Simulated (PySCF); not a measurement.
H₂Sb, SMILES [SbH2+] (connectivity only; charge and spin as stated), charge +1, multiplicity 1.

The structure is a stationary point at B3LYP-D3(BJ)/def2-TZVPD. The def2 effective core potentials stand for the cores of Sb; spin–orbit coupling is left out.

Two levels are set side by side: PBE/def2-TZVPD (PySCF) and HF/def2-TZVPD (PySCF). Same geometry, gas phase. Differences are taken from unrounded values.

```
quantity                         HF
---------------------------  ------
orbital gap (eV)               9.76
highest occupied level (eV)  -17.42
lowest empty level (eV)       -7.66
mean polarisability (bohr³)    31.2
```

Question: What does PBE give, and how far is it from HF? (The exact figures need the calculation; the answer reports its results.)

Answer: 
| quantity | PBE | PBE minus HF |
|---|---|---|
| orbital gap (eV) | 1.97 | -7.79 |
| highest occupied level (eV) | -13.98 | 3.44 |
| lowest empty level (eV) | -12.01 | -4.35 |
| mean polarisability (bohr³) | 30.8 | -0.5 |

Without exact exchange PBE keeps part of each electron's self-repulsion, which lifts occupied levels and narrows the gap. Differences between two approximate levels are no errors against the true value.
